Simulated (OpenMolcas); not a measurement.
**Re3+ in a point-charge field**

Re3+ among 6 point charges of -1.5 e arranged as an octahedron (Oh), 1.91 Å from the ion.

```
Program             : OpenMolcas
Method              : SS-CASPT2, IPEA 0.25 Eh, imaginary shift 0.1 Eh (closed shells correlated: 5s 5p)
Basis               : ANO-RCC-VDZP [7s6p4d2f1g]
Scalar Hamiltonian  : DKH2, point nucleus
Active space        : 4 electrons in 5 orbitals (5d)
State averaging     : 2S+1 = 5 even, 5 roots; 2S+1 = 3 even, 45 roots; 2S+1 = 1 even, 50 roots
Spin-orbit coupling : RASSI with atomic mean-field integrals over the reference wave functions
```

The lowest spin-free states (labels of O, the rotations of Oh), above the lowest:

| State | Degeneracy | E (cm-1) | Free-ion L (%) |
| --- | --- | --- | --- |
| 5E | 2 | 0 | D (100) |
| 3T1 | 3 | 1600 | H (41) |
| 1T2 | 3 | 9460 | G (52) |
| 1E | 2 | 10310 | I (61) |
| 3T1 | 3 | 14590 | H (46) |
| 3E | 2 | 15260 | H (87) |
| 3T2 | 3 | 15380 | F (55) |
| 5T2 | 3 | 15610 | D (100) |
| 1A1 | 1 | 15890 | G (41) |
| 3A2 | 1 | 16910 | F (100) |
| 3A1 | 1 | 17200 | G (100) |
| 3E | 2 | 19920 | D (50) |
| 1T2 | 3 | 22460 | I (61) |
| 1A2 | 1 | 22930 | I (92) |
| 1T1 | 3 | 23950 | G (45) |
| 1E | 2 | 24190 | D (51) |
| 3T1 | 3 | 25850 | G (40) |
| 3T2 | 3 | 27340 | D (31) |
| 3T1 | 3 | 31670 | H (43) |
| 3T2 | 3 | 32120 | H (46) |

The lowest levels with spin-orbit coupling:

| E (cm-1) | Degeneracy | Label | 2S+1 |
| --- | --- | --- | --- |
| 0 | 1 | A1 | 3 (59 %) |
| 3550 | 3 | T1 | 5 (53 %) |
| 5960 | 2 | E | 5 (67 %) |
| 6730 | 3 | T2 | 5 (63 %) |
| 8340 | 1 | A2 | 5 |
| 10240 | 3 | T2 | 3 (52 %) |
| 11210 | 1 | A1 | 5 (59 %) |
| 11280 | 2 | E | 3 (62 %) |
| 11670 | 3 | T1 | 3 (57 %) |
| 15940 | 3 | T2 | 3 (51 %) |
| 16440 | 2 | E | 3 (48 %) |
| 17720 | 1 | A1 | 3 (61 %) |
| 18630 | 3 | T1 | 3 (63 %) |
| 19990 | 3 | T1 | 3 (57 %) |
| 20700 | 3 | T2 | 5 (64 %) |
| 21970 | 2 | E | 1 (39 %) |
| 22640 | 3 | T2 | 5 (46 %) |
| 22870 | 3 | T1 | 3 (88 %) |
| 23420 | 3 | T2 | 3 |
| 24690 | 3 | T2 | 3 (70 %) |

Powder χT (cm3 K/mol): 0.00114 at 2 K, 0.00571 at 10 K, 0.0286 at 50 K, 0.0571 at 100 K, 0.114 at 200 K, 0.171 at 300 K. The effective moment at 300 K is 2.828 √(χT) = 1.17 μB.

A least-squares ligand-field fit to the states below 45000 cm-1, each weighted by its degeneracy and with a free common offset, gives 10Dq = 15982 cm-1, B = 593 cm-1 and C = 2932 cm-1 (C/B = 4.95), with an rms deviation of 544 cm-1.

Roots that are degenerate in the reference are averaged as groups; the widest CASPT2 spread within a group is 470 cm-1 (the 3-fold group of multiplicity 3 near 37000 cm-1 above the lowest state of its run). Shifts and gaps below about the spread of the groups concerned are not significant. Spin-orbit coupling mixes the spin-free states strongly: the lowest level takes only 46 % from its leading state, 3T1, which lies 1600 cm-1 above the lowest spin-free state. This shell can be high or low spin here, a state of another spin lies low, and with metal d orbitals alone active their balance is uncertain, so the ground spin may be wrong. Point charges give a weaker field than real ligands, and real ions of this kind are as a rule low spin; the high spin found here belongs to the model. This field is weak: 10Dq is about 15982 cm-1, while octahedral complexes of 5d ions of charge 3 and more, computed by the same method with explicit ligands, had a median near 35000 cm-1. Ground spin and moment need not be those of a real site. Free-ion shares, where given, are those of the reference states; single-state CASPT2 does not remix them. Point charges carry no covalency, so the field is a model and not that of real ligands. No measured value stands beside these numbers.
